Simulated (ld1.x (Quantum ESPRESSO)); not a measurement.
# Which setting gave this result? (cobalt (Co), PAW)

Base potential:

- Element: Co
- Generator: ld1.x (Quantum ESPRESSO) 7.5
- Type: PAW
- Functional: BLYP
- Relativity: scalar-relativistic
- Frozen core: [Ar]
- Valence charge: 9
- Reference configuration: 3d7 4s2 4p0
- Partial waves: 4s (bound): rcut 2.10, rcutus 2.35 bohr; 4s channel at 1.2 Ry: rcut 2.10, rcutus 2.35 bohr; 4p (bound, empty): rcut 2.15, rcutus 2.75 bohr; 4p channel at 0.2 Ry: rcut 2.15, rcutus 2.75 bohr; 3d (bound): rcut 1.25, rcutus 1.40 bohr; 3d channel at 1.75 Ry: rcut 1.25, rcutus 1.40 bohr
- Local potential: all-electron potential smoothed inside 1.85 bohr (lloc = -1)
- Core correction: a·sin(br)/r model core, default radius (ld1.x builds one for every PAW set, though the input has nlcc=.false.)
- Augmentation charge: PSQ, radius 1.05 bohr

Cutoffs, loose and tight: the cutoffs (Ry, on a coarse ladder) from which the occupation-weighted sum of valence levels, in a spherical-Bessel basis at the reference potential, stays within 10 and 1 mRy of its value at 400 Ry. They do not see the model core or the augmentation charge, which bear on the density cutoff. Test errors are all-electron minus pseudo excitation energies from the reference, over the configurations 3d7 4s1 4p0; 3d7 4s0 4p0; 3d6 4s0 4p0; 3d7.5 4s1.5 4p0; 3d5 4s0 4p0; 3d7 4s0 4p1; 3d7 4s1 4p1; variants that change the core or the reference have their own tests. The largest error is taken over the tests solved by every variant that gives reliable tests at all, those not shown here included: 3d7 4s0 4p0; 3d7 4s0 4p1; 3d7 4s1 4p0; 3d7 4s1 4p1; 3d7.5 4s1.5 4p0.

Only the scale of all radii but the core radius (base = 1) is moved (1 further runs of the sweep failed or gave no value and are left out):

```tsv
scale of all radii but the core radius (base = 1)	cutoff, loose	cutoff, tight	bound ghosts	largest test error (meV)
0.89	70 Ry	120 Ry	none	+52
0.96	60 Ry	100 Ry	none	+24
1.09	45 Ry	80 Ry	none	-19
1.29	35 Ry	55 Ry	none	-19
1.4	30 Ry	45 Ry	none	-20
```

One more run gave cutoff, loose: 40 Ry; cutoff, tight: 70 Ry; bound ghosts: none; largest test error (meV): -19. Which value of the scale of all radii but the core radius (base = 1) was used?

1.18. The loose cutoff moves one way along this sweep, from 70 Ry at 0.89 to 30 Ry at 1.4, which places the run between 1.09 and 1.29.
